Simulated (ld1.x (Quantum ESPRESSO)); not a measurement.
## Configuration tests for Nb (Z = 41) (TM)

```json
{"Element": "niobium", "Generator": "ld1.x (Quantum ESPRESSO) 7.5", "Type": "norm-conserving Troullier–Martins (Kleinman–Bylander form)", "Functional": "PBEsol", "Relativity": "scalar-relativistic", "Frozen core": "[Ar] 3d10", "Valence charge": "13", "Reference configuration": "4s2 4p6 4d2 5s0 5p0 (charge +3)", "Partial waves": "4s (bound): rc 1.65 bohr; 4p (bound): rc 2.20 bohr; 4d (bound): rc 1.55 bohr", "Local potential": "the d channel", "Core correction": "Bessel-smoothed model core, default radius (core density twice the valence density)"}
```

Energies are relative to the spin-unpolarised reference configuration 4s2 4p6 4d2 5s0 5p0; without spin polarisation the order of configurations can differ from experiment.

| valence configuration | charge | ΔE all-electron (eV) | error AE − PS (meV) |
| --- | --- | --- | --- |
| 4s2 4p6 4d4 5s1 5p0 | 0 | -45.377 | +128 |
| 4s2 4p6 4d4 5s0 5p0 | +1 | -38.725 | +7.7 |
| 4s2 4p6 4d3 5s1 5p1 | 0 | -42.566 | +190 |
| 4s2 4p6 4d4 5s0 5p1 | 0 | -42.384 | +27 |
| 4s2 4p6 4d1 5s0 5p0 | +4 | 36.868 | +9.9 |
| 4s2 4p6 4d5 5s0 5p0 | 0 | -44.094 | +7.5 |

Question: What are ΔE and the potential's error for 4s2 4p6 4d3 5s0 5p0?

Answer: ΔE = -24.697 eV all-electron; the error (AE − PS) is +4.2 meV.

Levels in the configuration 4s2 4p6 4d4 5s0 5p0:

```tsv
level	all-electron (eV)	pseudo (eV)
4s	-64.750	-64.808
4p	-40.929	-40.954
4d	-9.305	-9.307
```
